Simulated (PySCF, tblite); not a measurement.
Compound: C7H13ClOSi.
Geometry (GFN2-xTB, Å), atoms numbered from 1 in this order:
```
atom  x, y, z in Å
C1     0.2825   -1.6561   -0.4549
C2     0.1711   -0.2209   -0.0526
C3     1.1833    0.4243    0.5356
Si4    2.8928   -0.3130    0.9319
C5     1.1222    1.8171    0.9226
O6     1.6724    2.7652    0.4718
Cl7    0.1587    2.0286    2.4400
C8    -1.1243    0.4843   -0.3849
C9    -1.5249    0.2674   -1.8454
C10   -2.2411    0.0224    0.5563
H11   -0.6637   -2.1703   -0.3061
H12    1.0542   -2.1653    0.1157
H13    0.5377   -1.7251   -1.5122
H14    3.4381   -0.8821   -0.3019
H15    2.7015   -1.3540    1.9453
H16    3.7604    0.7438    1.4391
H17   -0.9769    1.5587   -0.2306
H18   -2.3914    0.8801   -2.0828
H19   -1.7827   -0.7718   -2.0324
H20   -0.7128    0.5528   -2.5105
H21   -3.1487    0.5863    0.3549
H22   -2.4584   -1.0342    0.4197
H23   -1.9545    0.1887    1.5916
```

Computed, not measured: PBE0/pcSseg-1 in PySCF (dipole) on a GFN2-xTB geometry, gas phase.

Masses are those of the commonest isotopes; rigid-rotor values at the optimised geometry. The values belong to one conformer with, in the numbering `[CH3:1]/[C:2](=[C:3](\[SiH3:4])[C:5](=[O:6])[Cl:7])[CH:8]([CH3:9])[CH3:10]`, C2–C3–C5–O6 -110°, C1–C2–C8–C9 -49°.

Give the principal moments of inertia and the rotational constants in MHz.

Ia = 478.90, Ib = 634.40, Ic = 877.37 u·Å²; 505379 MHz·u·Å²/I gives A = 1055, B = 796.6, C = 576.0 MHz.

Classify the top.

An asymmetric top: κ = (2 × 796.6 − 1055 − 576.0)/(1055 − 576.0) = -0.08.

Is it planar, by Δ = Ic − Ia − Ib?

Not planar: Δ = Ic − Ia − Ib = -235.94 u·Å². For a rigid frame Δ = −2 Σ m c², so Σ m c² = 117.97 u·Å² lies off the ab plane: 19.40 from hydrogen and 98.57 from heavier atoms. The atom farthest from that plane is 2.05 Å away.

Give the other two planar moments, Paa and Pbb, and the rms extents of the mass along the axes.

Paa = Σ m a² = (Ib + Ic − Ia)/2 = 516.43 and Pbb = Σ m b² = (Ia + Ic − Ib)/2 = 360.93 u·Å². With the mass M = 176.04 u, the rms extents √(P/M) along a, b and c are 1.71, 1.43, 0.82 Å.

List the rotational levels J(Ka,Kc) to J = 2 (K).

Above 0(0,0), as E/k:
J = 1: 1(0,1) 0.066, 1(1,1) 0.078, 1(1,0) 0.089
J = 2: 2(0,2) 0.193, 2(1,2) 0.199, 2(1,1) 0.231, 2(2,1) 0.268, 2(2,0) 0.273
The levels of one J sum to (2J + 1)J(J + 1)(A + B + C)/3.

Predict some low-J microwave lines.

The dipole components are |μa| = 2.93 D, |μb| = 2.42 D, |μc| = 1.06 D. The squared components, which scale the intensities, stand as 1.00 : 0.68 : 0.13 (a : b : c). Some lines, for components of 0.1 D or more:

```json
{"type": "a", "branch": "Q", "J(Ka,Kc)": "3(2,1) ← 3(2,2)", "MHz": "391", "lower level (cm⁻¹)": "0.324"}
{"type": "b", "branch": "Q", "J(Ka,Kc)": "1(1,0) ← 1(0,1)", "MHz": "479", "lower level (cm⁻¹)": "0.046"}
{"type": "a", "branch": "Q", "J(Ka,Kc)": "2(1,1) ← 2(1,2)", "MHz": "662", "lower level (cm⁻¹)": "0.139"}
{"type": "c", "branch": "Q", "J(Ka,Kc)": "2(2,1) ← 2(1,1)", "MHz": "776", "lower level (cm⁻¹)": "0.161"}
{"type": "b", "branch": "Q", "J(Ka,Kc)": "2(1,1) ← 2(0,2)", "MHz": "793", "lower level (cm⁻¹)": "0.134"}
{"type": "a", "branch": "Q", "J(Ka,Kc)": "3(1,2) ← 3(1,3)", "MHz": "1296", "lower level (cm⁻¹)": "0.263"}
{"type": "b", "branch": "Q", "J(Ka,Kc)": "2(2,1) ← 2(1,2)", "MHz": "1438", "lower level (cm⁻¹)": "0.139"}
{"type": "c", "branch": "Q", "J(Ka,Kc)": "3(3,1) ← 3(2,1)", "MHz": "1504", "lower level (cm⁻¹)": "0.337"}
{"type": "b", "branch": "R", "J(Ka,Kc)": "1(1,1) ← 0(0,0)", "MHz": "1631", "lower level (cm⁻¹)": "0.000"}
{"type": "b", "branch": "R", "J(Ka,Kc)": "2(0,2) ← 1(1,1)", "MHz": "2394", "lower level (cm⁻¹)": "0.054"}
{"type": "a", "branch": "R", "J(Ka,Kc)": "2(0,2) ← 1(0,1)", "MHz": "2652", "lower level (cm⁻¹)": "0.046"}
{"type": "b", "branch": "R", "J(Ka,Kc)": "2(1,2) ← 1(0,1)", "MHz": "2783", "lower level (cm⁻¹)": "0.046"}
{"type": "a", "branch": "R", "J(Ka,Kc)": "2(1,1) ← 1(1,0)", "MHz": "2966", "lower level (cm⁻¹)": "0.062"}
{"type": "b", "branch": "R", "J(Ka,Kc)": "3(1,2) ← 2(2,1)", "MHz": "3596", "lower level (cm⁻¹)": "0.187"}
{"type": "a", "branch": "R", "J(Ka,Kc)": "3(1,3) ← 2(1,2)", "MHz": "3737", "lower level (cm⁻¹)": "0.139"}
{"type": "c", "branch": "R", "J(Ka,Kc)": "2(2,0) ← 1(1,0)", "MHz": "3835", "lower level (cm⁻¹)": "0.062"}
{"type": "b", "branch": "R", "J(Ka,Kc)": "3(1,3) ← 2(0,2)", "MHz": "3868", "lower level (cm⁻¹)": "0.134"}
{"type": "a", "branch": "R", "J(Ka,Kc)": "3(2,2) ← 2(2,1)", "MHz": "4118", "lower level (cm⁻¹)": "0.187"}
{"type": "a", "branch": "R", "J(Ka,Kc)": "3(1,2) ← 2(1,1)", "MHz": "4372", "lower level (cm⁻¹)": "0.161"}
{"type": "b", "branch": "R", "J(Ka,Kc)": "3(2,2) ← 2(1,1)", "MHz": "4894", "lower level (cm⁻¹)": "0.161"}
{"type": "c", "branch": "R", "J(Ka,Kc)": "3(2,1) ← 2(1,1)", "MHz": "5285", "lower level (cm⁻¹)": "0.161"}
{"type": "b", "branch": "R", "J(Ka,Kc)": "3(2,1) ← 2(1,2)", "MHz": "5947", "lower level (cm⁻¹)": "0.139"}
{"type": "c", "branch": "R", "J(Ka,Kc)": "3(3,0) ← 2(2,0)", "MHz": "5947", "lower level (cm⁻¹)": "0.190"}
{"type": "b", "branch": "R", "J(Ka,Kc)": "3(3,0) ← 2(2,1)", "MHz": "6040", "lower level (cm⁻¹)": "0.187"}
```

Estimate the classical rotational partition function at 25 K, 50 K and 100 K.

Point group C1, symmetry number σ = 1; q = (√π/σ)·√((kT/h)³/(ABC)), k/h = 20836.6 MHz/K: 30300 at 25 K, 85700 at 50 K, 242000 at 100 K.

Its lowest GFN2-xTB frequency is 14 cm⁻¹, too small to tell a flat minimum from a shallow saddle. These are rigid-rotor constants of the computed structure; measured ground-state constants (B0) also hold zero-point vibration. A rigid rotor knows nothing of internal rotation, which can split or shift real lines. Quadrupole hyperfine structure (35Cl) is left out.
